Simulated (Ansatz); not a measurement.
CH6FNO2Si can be A, `NC(O)(F)O[SiH3]`, or B, `NCO[SiH](O)F`.

Isolated molecules relaxed with PBE0-D4/def2-TZVP in Ansatz; ΔE leaves out vibrations. CCSD(T)/CBS is the MP2 limit (def2-TZVPP, def2-QZVPP) plus CCSD(T) − MP2 in def2-TZVPP, frozen cores. DFT in def2-TZVPP. B3LYP here is the variant with VWN-RPA as its local correlation; programs differ in this. Each species was taken in one conformer, which may not be the lowest.

Which is lower in electronic energy at CCSD(T)/CBS, and by how much? (An estimate is asked.)

The calculation gave: B, by 77.8 kcal/mol.

Give E(B) − E(A) in kcal/mol with MP2/def2-TZVPP, PBE-D4, HF/def2-TZVPP, CCSD(T)/def2-TZVPP, B3LYP-D4, PBE0-D4, B3LYP. (An estimate is asked.)

Computed: MP2/def2-TZVPP -78.9, PBE-D4 -71.0, HF/def2-TZVPP -76.1, CCSD(T)/def2-TZVPP -75.4, B3LYP-D4 -75.6, PBE0-D4 -72.2, B3LYP -76.2. None reverses the order clearly.

Largest T1 diagnostic: 0.011.

From PBE to PBE0 (25 % exact exchange), in def2-TZVPP and without D4, E(B) − E(A) moves by −1.0 kcal/mol.
